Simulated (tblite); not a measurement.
Run record: tight-binding relaxation, `OB(Cl)OCCC1CCC1`.

Computed with GFN2-xTB geometry optimisation, gas phase (tblite 0.8.0). Start geometry: from a force field or distance geometry. The command runs a driver script over a list of jobs; the input below is this job's line of settings and its coordinates in Å.

Command:
```bash
OMP_NUM_THREADS=1 python probes_run.py task.json out
```

Input:
```
{"job": {"kind": "relax", "xc": "GFN2-xTB", "basis": "xTB"}, "charge": 0, "multiplicity": 1}
O      3.458700    -0.645900     1.520400
B      3.180600     0.762800     1.112900
Cl     4.649600     1.900000     1.113300
O      1.959300     1.051900     0.334400
C      1.494900    -0.218500    -0.065300
C      0.243900    -0.147000    -0.888300
C     -0.938200     0.472600    -0.217400
C     -2.126700     0.479000    -1.152600
C     -3.022100    -0.159300    -0.107300
C     -1.731800    -0.550600     0.602400
H      4.418500    -0.782200     1.348900
H      1.447300    -0.896400     0.795500
H      2.293200    -0.623000    -0.725100
H     -0.012300    -1.207200    -1.170500
H      0.394900     0.374200    -1.877400
H     -0.791200     1.391500     0.378000
H     -1.956000    -0.223700    -1.991800
H     -2.445100     1.454000    -1.517200
H     -3.626900    -1.028400    -0.447600
H     -3.598100     0.528500     0.522700
H     -1.801800    -0.319200     1.669800
H     -1.501000    -1.593900     0.360600
```

Output:
```
step      E/eV     max force
  0    -896.09853    4.393
  1    -896.72545    2.657
  2    -897.05363    2.351
  3    -897.16668    0.862
  4    -897.24525    0.694
  5    -897.31388    0.960
  6    -897.37101    0.990
  7    -897.44874    0.617
  8    -897.48464    0.462
  9    -897.53249    0.506
... (74 lines left out)
 84    -897.91762    0.027
 85    -897.91774    0.029
 86    -897.91783    0.020
 87    -897.91791    0.019
 88    -897.91797    0.017
 89    -897.91802    0.017
 90    -897.91807    0.017
 91    -897.91812    0.012
 92    -897.91815    0.013
 93    -897.91817    0.008
```

«max force» is the largest atomic force in eV/Å.

Q: From which step on does the largest force stay under 0.1 eV/Å, and how much energy is left to gain from there?

A: From step 36 (0.094 eV/Å), 25.1 meV above the end.

In short: energy lowered by 42.0 kcal/mol over 93 steps; largest atomic force 0.008 eV/Å at the end.

Q: Where do the atoms end?

A: 0.415 Å rms from the input after alignment:
```
atom  x, y, z in Å
O1     3.9086   -0.4086    1.2859
B2     3.1726    0.6733    0.9634
Cl3    3.6975    2.2860    1.4122
O4     2.0236    0.6051    0.2942
C5     1.4451   -0.6176   -0.1512
C6     0.2599   -0.3061   -1.0592
C7    -0.8761    0.3621   -0.2970
C8    -2.1518    0.6556   -1.1083
C9    -2.9879   -0.0798   -0.0502
C10   -1.6969   -0.5402    0.6440
H11    4.7247   -0.2625    1.7648
H12    1.1215   -1.1902    0.7245
H13    2.2049   -1.2004   -0.6825
H14   -0.0876   -1.2401   -1.5051
H15    0.5953    0.3567   -1.8592
H16   -0.4869    1.2470    0.2073
H17   -2.1574    0.1645   -2.0795
H18   -2.3888    1.7080   -1.2466
H19   -3.6242   -0.8765   -0.4296
H20   -3.5917    0.5863    0.5619
H21   -1.6258   -0.3034    1.7033
H22   -1.4890   -1.6000    0.5054
```

On an Arm Neoverse N1 with one thread, no GPU, shared host with 64 logical CPUs at a one-minute load of 59, this took 1.5 s wall.
Labels such as C1 count atoms from 1, the log's own numbers from 0.
